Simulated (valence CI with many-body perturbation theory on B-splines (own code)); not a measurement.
Nb¹⁸⁺: E2, M1 decay

Computed by valence CI with perturbative core correlation (CI+MBPT): five valence electrons over a frozen Dirac-Fock core [Ar], a basis of 7 s, 7 p, 8 d, 6 f, 4 g, 1 h functions for each j, with the one-electron correlation potential Σ1, the two-electron term Σ2, the three-electron term Σ3, Breit, model QED; selected CI, second order for the rest, scaled by the run's own slope (own B-spline code, finite nucleus).

No measured spectrum was set against this ion. As an estimate, terms of the open shell hold to 2 to 4 % of their energy, and close levels can change places. Only levels of the ground parity were solved; by the run's estimate the other parity begins above the list, which can be wrong where configurations are misplaced.

Lines 1 to 50 of 120 in falling wavelength, among levels below 349090 cm⁻¹, chosen from the decays that carry over 1 % of a level's rate. Wavelengths and rates use the calculated energies, so an error of 3000 cm⁻¹ moves a line at 723.1 nm by 22 % and its rate by three times that or more. Electric multipoles are in the length gauge, E1 and E2 with the static RPA response of the core. S is in atomic units (e²a₀⁴ for E2 and M2, e²a₀⁶ for E3), for M1 in squared Bohr magnetons. Weak lines are less certain than strong ones. Lines between different terms over intervals too small for the method are left out, as are lines whose strength nearly cancels. Intervals below about 3000 cm⁻¹, as at the head of this list, are uncertain by tens of per cent.

Names give the largest LS component (configuration and term), which can be under half, so a name can repeat, a term be missing and a line seem to break the LS rules; names also repeat where a configuration has a term twice. Letters in brackets count levels of one name in rising energy.

```
λ vac (nm)           Upper           Lower  Type   A (s⁻¹)  S (a.u.)
     12590     3d⁵ ⁴G_11/2      3d⁵ ⁴G_7/2    E2  1.19e-12  4.03e-04
      4211      3d⁵ ⁴G_9/2     3d⁵ ⁴G_11/2    M1  4.33e-01  1.20e+01
      3155      3d⁵ ⁴G_9/2      3d⁵ ⁴G_7/2    M1  1.24e+00  1.44e+01
      1425      3d⁵ ⁴P_1/2      3d⁵ ⁴P_3/2    M1  1.72e+01  3.69e+00
      1387     3d⁵ ²I_13/2     3d⁵ ²I_11/2    M1  3.81e+00  5.29e+00
      1162      3d⁵ ⁴D_5/2      3d⁵ ⁴D_7/2    M1  9.75e+00  3.40e+00
      1142      3d⁵ ⁴G_7/2  3d⁵ ⁴G_5/2 [a]    M1  1.63e+01  7.20e+00
      1070  3d⁵ ²F_7/2 [c]  3d⁵ ²F_5/2 [b]    M1  8.42e+00  3.05e+00
     834.6  3d⁵ ⁴G_5/2 [b]  3d⁵ ⁴G_5/2 [a]    M1  6.77e+01  8.76e+00
     819.4      3d⁵ ⁴F_3/2      3d⁵ ⁴F_5/2    M1  5.34e+01  4.36e+00
     723.1      3d⁵ ⁴P_3/2  3d⁵ ⁴G_5/2 [a]    M1  3.25e+01  1.82e+00
     715.7      3d⁵ ⁴F_5/2  3d⁵ ²F_7/2 [a]    M1  7.15e+01  5.83e+00
     704.2  3d⁵ ²G_9/2 [a]  3d⁵ ²G_7/2 [a]    M1  1.03e+01  1.33e+00
     704.2      3d⁵ ⁴F_5/2  3d⁵ ²D_3/2 [a]    M1  2.98e+01  2.32e+00
     588.1      3d⁵ ²H_9/2      3d⁵ ⁴F_9/2    M1  6.32e+01  4.77e+00
     577.3     3d⁵ ²H_11/2      3d⁵ ²H_9/2    M1  2.88e+01  2.46e+00
     536.7      3d⁵ ⁴D_7/2  3d⁵ ⁴G_5/2 [b]    M1  7.07e+01  3.24e+00
     535.1      3d⁵ ⁴D_7/2      3d⁵ ⁴G_9/2    M1  2.62e+01  1.19e+00
     502.5      3d⁵ ⁴D_1/2      3d⁵ ⁴P_1/2    M1  2.02e+02  1.90e+00
     499.7  3d⁵ ²F_7/2 [b]      3d⁵ ⁴F_9/2    M1  2.49e+01  9.21e-01
     499.0      3d⁵ ²H_9/2  3d⁵ ²F_7/2 [a]    M1  1.96e+01  9.04e-01
     479.2  3d⁵ ²G_9/2 [a]  3d⁵ ²F_7/2 [b]    M1  4.00e+01  1.63e+00
     457.5      3d⁵ ⁴D_7/2      3d⁵ ⁴G_7/2    M1  4.99e+01  1.42e+00
     438.4  3d⁵ ²F_5/2 [a]      3d⁵ ⁴D_5/2    M1  3.51e+01  6.58e-01
     433.9  3d⁵ ²F_7/2 [b]  3d⁵ ²F_7/2 [a]    M1  2.74e+01  6.64e-01
     418.8  3d⁵ ²G_9/2 [a]      3d⁵ ²H_9/2    M1  1.74e+02  4.75e+00
     415.3  3d⁵ ²F_7/2 [a]      3d⁵ ⁴D_5/2    M1  1.30e+01  2.76e-01
     411.3  3d⁵ ²F_7/2 [b]  3d⁵ ²F_5/2 [a]    M1  1.14e+02  2.35e+00
     403.8  3d⁵ ²F_7/2 [c]      3d⁵ ²H_9/2    M1  5.19e+01  1.01e+00
     393.9      3d⁵ ⁴D_5/2      3d⁵ ⁴P_3/2    M1  3.61e+01  4.90e-01
     378.7      3d⁵ ⁴F_3/2  3d⁵ ²D_3/2 [a]    M1  7.78e+01  6.27e-01
     374.8  3d⁵ ²G_7/2 [a]      3d⁵ ⁴F_9/2    M1  1.01e+02  1.58e+00
     371.5      3d⁵ ⁴D_1/2      3d⁵ ⁴P_3/2    M1  1.19e+02  4.52e-01
     336.5  3d⁵ ²G_7/2 [a]  3d⁵ ²F_7/2 [a]    M1  7.51e+01  8.49e-01
     331.6      3d⁵ ⁴D_3/2      3d⁵ ⁴P_3/2    M1  1.81e+02  9.77e-01
     328.3      3d⁵ ⁴D_5/2      3d⁵ ⁴G_7/2    M1  7.00e+01  5.51e-01
     326.7      3d⁵ ⁴D_7/2  3d⁵ ⁴G_5/2 [a]    M1  1.24e+01  1.28e-01
     324.3  3d⁵ ²F_7/2 [c]      3d⁵ ⁴F_5/2    M1  1.13e+02  1.14e+00
     322.8  3d⁵ ²G_7/2 [a]  3d⁵ ²F_5/2 [a]    M1  2.24e+01  2.23e-01
     318.3  3d⁵ ²F_5/2 [a]      3d⁵ ⁴D_7/2    M1  7.60e+01  5.46e-01
     312.4      3d⁵ ⁴D_3/2  3d⁵ ⁴G_5/2 [b]    M1  2.43e+01  1.10e-01
     300.5      3d⁵ ⁴F_5/2      3d⁵ ⁴D_3/2    M1  2.52e+01  1.52e-01
     299.2      3d⁵ ²H_9/2     3d⁵ ²I_11/2    M1  4.57e+01  4.54e-01
     291.3     3d⁵ ²H_11/2      3d⁵ ⁴F_9/2    M1  6.01e+01  6.61e-01
     282.0  3d⁵ ²F_5/2 [b]  3d⁵ ²F_7/2 [a]    M1  2.06e+01  1.03e-01
     280.2  3d⁵ ²F_5/2 [b]  3d⁵ ²D_3/2 [a]    M1  1.99e+02  9.76e-01
     280.0      3d⁵ ⁴F_9/2      3d⁵ ⁴D_7/2    M1  6.92e+01  5.63e-01
     272.3  3d⁵ ²F_5/2 [b]  3d⁵ ²F_5/2 [a]    M1  2.01e+02  9.03e-01
     263.2     3d⁵ ²I_11/2      3d⁵ ⁴G_9/2    M1  4.60e+01  3.73e-01
     262.8      3d⁵ ⁴F_5/2      3d⁵ ⁴D_5/2    M1  1.78e+02  7.20e-01
```
